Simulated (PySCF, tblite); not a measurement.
Calculations on `CC(C)(C)[C](F)F` [radical], in the order of a workflow; each names the level of the geometry that it ran on. Settings lines and outputs come from a driver script.

C₅H₉F₂ (doublet state).
Atom-mapped SMILES: `[CH3:1][C:2]([CH3:3])([CH3:4])[C:5]([F:6])[F:7]` (hydrogens: H8, H9, H10 on C1; H11, H12, H13 on C3; H14, H15, H16 on C4)

Step 1: GFN2-xTB geometry optimisation, gas phase (tblite 0.8.0) (from a force-field or distance-geometry start)
```json
{"job": {"kind": "relax", "xc": "GFN2-xTB", "basis": "xTB"}, "charge": 0, "multiplicity": 2}
```
```
step      E/eV     max force
  0    -671.83727    1.492
  1    -671.91604    0.805
  2    -671.95309    0.523
...
 50    -672.07900    0.011
 51    -672.07903    0.014
 52    -672.07906    0.018
 53    -672.07909    0.012
 54    -672.07910    0.006
```

Energy lowered by 5.6 kcal/mol over 54 steps; largest atomic force 0.006 eV/Å at the end. «max force» is the largest atomic force in eV/Å.

Step 2: GFN2-xTB harmonic vibrations, gas phase (tblite 0.8.0) (on the GFN2-xTB geometry)
```json
{"job": {"kind": "ir", "xc": "GFN2-xTB", "basis": "xTB"}, "charge": 0, "multiplicity": 2}
```
```
(table of modes left out)
```

42 modes from 53 to 3052 cm⁻¹ (unscaled, harmonic); zero-point energy 81.1 kcal/mol; all wavenumbers are real at this level.

Step 3: UKS B3LYP, pcH-1 on C F H, non-relativistic, mean-field spin-orbit, GIAO (PySCF 2.14.0) (on the GFN2-xTB geometry)
```json
{"job": {"kind": "epr", "basis": "pcH-1"}, "charge": 0, "multiplicity": 2}
```
```
...
E = -395.61558379 Eh   <S^2> = 0.7523 (exact 0.7500)
g shifts (ppm)      1          2          3
  rmc          -245       -245       -245
  gc             16         23         29
  oz_so        -193       2439       2668
  total        -422       2217       2452
hyperfine (MHz)  atom isotope    a_iso     a_fc   dipolar eigenvalues
    0   13C       9.55       9.55     -1.36     -1.23      2.59
    1   13C      19.99      19.99     -5.06     -4.73      9.79
    2   13C      34.08      34.08     -4.92     -4.85      9.78
    3   13C       9.54       9.54     -1.36     -1.23      2.59
    4   13C     361.87     361.87    -81.18    -80.87    162.05
    5   19F     236.97     236.97   -221.24   -196.34    417.57
    6   19F     237.00     237.00   -221.25   -196.36    417.61
    7    1H      -1.12      -1.12     -4.30     -3.27      7.57
    8    1H      -1.76      -1.76     -2.00     -1.56      3.55
    9    1H      -0.80      -0.80     -3.20     -2.95      6.15
   10    1H      17.87      17.87     -3.54     -0.82      4.36
   11    1H      -2.89      -2.89     -4.34     -1.34      5.68
   12    1H      -2.89      -2.89     -4.34     -1.34      5.68
   13    1H      -1.12      -1.12     -4.29     -3.27      7.57
   14    1H      -0.80      -0.80     -3.20     -2.95      6.15
...
```

⟨S²⟩ 0.752; g_iso 2.0037. rmc, gc and oz_so are the mass-correction, gauge-correction and orbital-Zeeman/spin–orbit parts of the g shift along its three principal axes; a_iso is the isotropic hyperfine coupling and a_fc its Fermi-contact part. The log counts atoms from 0, this text from 1.

Question: Which step took the most CPU time, and about what did each take on Arm Neoverse V2, one thread, no GPU (shared host)?

Answer: Step 3, about 99 % of the total. CPU time by step: 1: 0.21 s, 2: 0.31 s, 3: 56 s.

Geometry of the electronic-property runs (GFN2-xTB):
```
atom  x, y, z in Å
C1     0.145    1.342   -0.738
C2    -0.023    0.059    0.081
C3    -0.485   -1.092   -0.838
C4     1.293   -0.319    0.766
C5    -1.062    0.290    1.130
F6    -2.257    0.772    0.749
F7    -1.262   -0.667    2.052
H8     0.479    2.159   -0.103
H9     0.884    1.187   -1.519
H10   -0.796    1.627   -1.200
H11    0.266   -1.267   -1.605
H12   -1.427   -0.839   -1.320
H13   -0.620   -2.006   -0.264
H14    1.634    0.488    1.410
H15    1.167   -1.214    1.371
H16    2.057   -0.511    0.017
```

 (This holds for the electronic-property runs.)
